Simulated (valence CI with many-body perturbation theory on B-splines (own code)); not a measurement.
**Gd14+: electric-dipole lines**

Computed by valence CI with perturbative core correlation (CI+MBPT): four valence electrons over a frozen Dirac-Fock core [Kr] 4d10, radial functions for each j: 8 s, 8 p, 9 d, 9 f, 6 g, 3 h, 2 i, with the one-electron correlation potential Σ1 (screened to all orders), the two-electron term Σ2, the three-electron term Σ3, Breit, model QED; selected single and double excitations, second order for the rest, scaled by the run's own slope (own B-spline code, finite nucleus).

No measured spectrum was set against this ion. As an estimate, terms of the open shell hold to a few per cent of their energy, and close levels can change places; configurations with another count of f electrons can be misplaced by thousands of cm⁻¹. Core correlation moves these levels by up to 44000 cm⁻¹, and in measured spectra 5 to 20 % of such shifts remained as error; rates that hang on mixing are uncertain with them.

Lines 1 to 50 of 167 in falling wavelength, among levels below 53367 cm⁻¹, chosen from the strongest by gf and those to the six lowest levels. Wavelengths and rates use the calculated energies, so an error of 2000 cm⁻¹ moves a line at 24700 Å by 49 % and its rate by three times that or more. Electric multipoles are in the length gauge, E1 and E2 with the static RPA response of the core. Weak lines are less certain than strong ones. Lines between different terms over intervals too small for the method are left out, as are lines whose strength nearly cancels. Where a level lies close to another of its J and parity, the split of strength between their lines is uncertain. The highest levels of a list are the least certain.

Names give the largest LS component (configuration and term), which can be under half, so a name can repeat, a term be missing and a line seem to break the LS rules; names also repeat where a configuration has a term twice. Letters in brackets count levels of one name in rising energy.

| λ vac (Å) | Upper | Lower | A (s⁻¹) | log gf | Branch % |
| --- | --- | --- | --- | --- | --- |
| 24700 | 4f4 5G_3 | 4f3 5s 3G°_3 [b] | 1.79e+00 | -5.94 | 0.1 |
| 23970 | 4f4 5F_5 | 4f3 5s 3G°_5 | 1.00e-01 | -7.02 | 0.1 |
| 22070 | 4f4 5I_4 | 4f3 5s 3I°_5 | 1.59e-05 | -10.98 | 0.0 |
| 21970 | 4f3 5s 1H°_5 | 4f2 5s2 3H_4 | 1.64e-01 | -6.88 | 0.7 |
| 21500 | 4f3 5s 3G°_4 [a] | 4f2 5s2 3H_4 | 2.61e-01 | -6.79 | 1.6 |
| 20820 | 4f4 5F_4 | 4f3 5s 3F°_4 | 1.85e-01 | -6.96 | 0.1 |
| 20610 | 4f4 5F_4 | 4f3 5s 3F°_3 | 2.04e-01 | -6.93 | 0.2 |
| 18670 | 4f4 5F_3 | 4f3 5s 3G°_4 [a] | 2.97e+00 | -5.96 | 3.5 |
| 18380 | 4f2 5s2 3H_6 | 4f3 5s 5G°_6 | 2.04e-01 | -6.87 | 0.1 |
| 17690 | 4f4 3H_4 | 4f3 5s 3G°_5 | 3.58e-01 | -6.82 | 0.1 |
| 16230 | 4f3 5s 3P°_1 | 4f4 5F_1 | 1.89e+00 | -6.65 | 8.5 |
| 16200 | 4f2 5s2 3F_2 | 4f3 5s 3S°_1 | 6.85e-01 | -6.87 | 0.4 |
| 16050 | 4f2 5s2 3F_3 | 4f3 5s 3P°_2 | 1.06e+00 | -6.54 | 0.4 |
| 15640 | 4f4 5F_2 | 4f3 5s 3F°_2 | 2.01e+00 | -6.43 | 1.9 |
| 15390 | 4f3 5s 3H°_4 | 4f4 5I_4 | 2.93e-01 | -7.03 | 1.5 |
| 15330 | 4f3 5s 3D°_2 | 4f4 5F_3 | 1.88e+00 | -6.48 | 7.9 |
| 14540 | 4f4 5F_5 | 4f3 5s 5G°_6 | 2.92e+01 | -4.99 | 19.8 |
| 14390 | 4f4 5F_4 | 4f3 5s 3G°_4 [a] | 6.57e-01 | -6.74 | 0.5 |
| 14360 | 4f4 5F_2 | 4f3 5s 3G°_3 [a] | 8.81e+00 | -5.87 | 8.3 |
| 14190 | 4f4 5F_4 | 4f3 5s 1H°_5 | 3.60e+00 | -6.01 | 2.8 |
| 13920 | 4f4 3K_7 | 4f3 5s 3K°_8 | 2.20e+00 | -6.02 | 3.9 |
| 13560 | 4f2 5s2 3H_4 | 4f3 5s 3H°_4 | 5.61e+00 | -5.86 | 5.1 |
| 13030 | 4f4 5I_5 | 4f3 5s 3I°_5 | 2.35e-03 | -9.18 | 0.1 |
| 12920 | 4f4 5F_4 | 4f3 5s 5G°_5 | 2.70e+01 | -5.22 | 20.7 |
| 12840 | 4f2 5s2 3H_5 | 4f3 5s 3H°_6 | 1.90e+00 | -6.29 | 1.3 |
| 12830 | 4f4 5F_5 | 4f3 5s 3F°_4 | 7.14e-01 | -6.71 | 0.5 |
| 12590 | 4f4 5G_2 | 4f3 5s 3P°_2 | 6.91e-01 | -7.09 | 0.0 |
| 12410 | 4f4 3K_6 | 4f3 5s 3K°_7 | 2.72e+00 | -6.09 | 4.5 |
| 12320 | 4f2 5s2 3F_3 | 4f3 5s 3F°_3 | 5.48e+00 | -6.06 | 2.0 |
| 11960 | 4f4 5F_3 | 4f3 5s 3F°_2 | 8.42e-01 | -6.90 | 1.0 |
| 11780 | 4f3 5s 3D°_2 | 4f4 5F_2 | 2.57e+00 | -6.57 | 10.8 |
| 11720 | 4f3 5s 3G°_4 [b] | 4f2 5s2 3H_5 | 4.60e-01 | -7.07 | 1.8 |
| 11630 | 4f2 5s2 3H_6 | 4f3 5s 1H°_5 | 1.74e+00 | -6.34 | 1.1 |
| 11580 | 4f2 5s2 3F_2 | 4f3 5s 3F°_2 | 1.07e+01 | -5.97 | 6.1 |
| 11200 | 4f4 5F_3 | 4f3 5s 3G°_3 [a] | 1.82e+00 | -6.62 | 2.1 |
| 10870 | 4f2 5s2 3F_2 | 4f3 5s 3G°_3 [a] | 2.98e+00 | -6.58 | 1.7 |
| 10780 | 4f4 3H_4 | 4f3 5s 3F°_4 | 3.54e+00 | -6.26 | 0.6 |
| 10730 | 4f2 5s2 3H_4 | 4f3 5s 5F°_4 | 4.50e+00 | -6.16 | 4.1 |
| 10730 | 4f4 3H_4 | 4f3 5s 3F°_3 | 1.59e+00 | -6.61 | 0.3 |
| 10620 | 4f3 5s 3K°_8 | 4f4 5I_8 | 1.45e+00 | -6.38 | 4.6 |
| 10530 | 4f3 5s 3K°_7 | 4f4 5I_7 | 4.26e-01 | -6.97 | 1.8 |
| 10520 | 4f4 3K_6 | 4f3 5s 3K°_6 | 1.75e+01 | -5.42 | 29.2 |
| 10060 | 4f4 5F_3 | 4f3 5s 5G°_4 | 5.42e+01 | -5.24 | 63.0 |
| 9793 | 4f2 5s2 3F_3 | 4f3 5s 3G°_4 [a] | 1.47e+01 | -5.83 | 5.4 |
| 9604 | 4f4 3K_7 | 4f3 5s 3K°_7 | 1.36e+01 | -5.55 | 24.0 |
| 9515 | 4f4 5F_2 | 4f3 5s 5G°_3 | 4.01e+01 | -5.56 | 38.1 |
| 9505 | 4f4 5F_4 | 4f3 5s 3G°_3 [a] | 4.53e+00 | -6.26 | 3.5 |
| 9327 | 4f2 5s2 3F_4 | 4f3 5s 3G°_4 [a] | 7.50e-01 | -7.06 | 0.2 |
| 9321 | 4f4 5F_5 | 4f3 5s 5G°_5 | 6.88e+00 | -6.01 | 4.7 |
| 9242 | 4f2 5s2 3F_4 | 4f3 5s 1H°_5 | 1.13e+01 | -5.88 | 2.8 |
